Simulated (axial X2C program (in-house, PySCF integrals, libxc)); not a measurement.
What spin–orbit coupling does to ZrBr

Computed with an in-house relativistic program for diatomic molecules. Spin-free means the one-electron spin-free X2C Hamiltonian; two-component (2c) means X2C with spin–orbit coupling and atomic mean-field two-electron Coulomb and Gaunt terms, so the difference of the two also holds small scalar two-electron terms. Basis: Zr dyall-cv3z [11s12p9d6f3g], Br dyall-cv3z [8s9p6d4f1g] (cores contracted in-house); Gaussian nuclei, density fitting, unrestricted open shells. Masses: Zr 89.905 u, Br 78.918 u.

Spin-free state: M_S = 3/2, Λ = 0 (beyond evenly filled blocks: σα, δ+α, δ-α); fragments Zr + Br.

| level | Re (Å) | ωe (cm⁻¹) | De (eV) | μ (D) |
| --- | --- | --- | --- | --- |
| PBE0 | 2.477 | 275.9 | 4.446 | -4.09 |
| HF | 2.573 | 253.9 | n/a | -4.97 |
| MP2 | 2.476 | 280.0 | 4.020 | n/a |
| CCSD | 2.504 | 272.9 | 3.752 | n/a |
| CCSD(T) | 2.495 | 275.7 | 3.752 | n/a |
| PW91 | 2.473 | 275.0 | 4.603 | -3.47 |

Correlated methods: 19 electrons correlated (number of frozen shells: Zr 3 s, 2 p, 1 d; Br 3 s, 2 p, 1 d), 323 virtual spin orbitals or spinors in MP2, 109 natural virtuals in coupled cluster.

Dipoles are positive if Br is the positive end.

Two-component determinant lowest at the distance of the search:

Ω = 3/2 (⟨Sz⟩ = 1.50, ⟨Lz⟩ = 0.00 at HF); fragments Zr + Br.

```
  level  Re (Å)  ωe (cm⁻¹)  De (eV)  μ (D)
   PBE0   2.478      275.6      n/a  -4.09
     HF   2.573      253.6      n/a  -4.98
    MP2   2.477      279.7      n/a    n/a
   CCSD   2.505      272.6      n/a    n/a
CCSD(T)   2.496      275.2    3.543    n/a
   PW91   2.474      274.6      n/a  -3.47
```

From the two tables, how do the constants change at the CCSD(T) level (2c against spin-free)?

At the CCSD(T) level Re rises by 0.001 Å and ωe falls by 0.5 cm⁻¹; De changes by -0.209 eV.

The state is one determinant whose occupation by symmetry is held fixed; it was picked as the lowest of a PBE0 search that is not exhaustive. Dissociation energies refer to the lowest single-determinant-based atoms at the same level and basis. De is not given where an atomic determinant may have missed its ground term or J level, or where the truncated virtual space spoils (T). Density functionals use the spin component along the axis (collinear). CCSD and (T) use frozen natural virtuals with an MP2 correction for the truncation; (T) itself is uncorrected, so its De runs slightly low. Other states lie close and PBE0, whose exact exchange favours high spin, may order them wrongly; the determinant shown need not be the ground state. The nearest other spin-free determinant of the search, M_S = 3/2, Λ = 3, lies 0.14 eV up at the distance of the search. The functionals have no current-density term, which raises determinants with orbital currents, atoms included. With several unpaired electrons one determinant need not be a pure state. This is the top spin component of a Σ state; components of lower Ω are not single determinants and can lie lower.
